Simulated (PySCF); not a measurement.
## S²⁺: excitation energy

S²⁺ [Ne] 3s2 3p2 (3P) → S²⁺ [Ne] 3s1 3p3 (5S), as a difference of total energies. Computed with PySCF 2.14 in aug-cc-pwCVQZ, with the non-relativistic Hamiltonian (point nucleus). Correlated levels: valence: [Ne] frozen; valence and next inner shell: 1s2 frozen; nothing frozen. The calculations carry no spin-orbit coupling.

| method | excitation energy (eV) |
| --- | --- |
| UHF | 5.257 |
| LDA | 7.333 |
| PBE | 7.211 |
| PBE0 | 6.963 |
| r2SCAN | 6.230 |
| PW91 | 7.212 |
| PBEsol | 7.009 |
| BHandHLYP | 7.432 |
| MP2 (valence) | 6.542 |
| SCS-MP2 (valence) | 7.139 |
| MP2 (valence and next inner shell) | 6.746 |
| SCS-MP2 (valence and next inner shell) | 7.286 |
| MP2 (all electrons) | 6.738 |
| SCS-MP2 (all electrons) | 7.281 |

Task: How much does correlation contribute at MP2 (all electrons)?

Result: 6.738 − (5.257) = 1.481 eV, measured against UHF.

A first-order spin-orbit estimate (lowest level to lowest level, LS coupling) adds 0.061 eV.
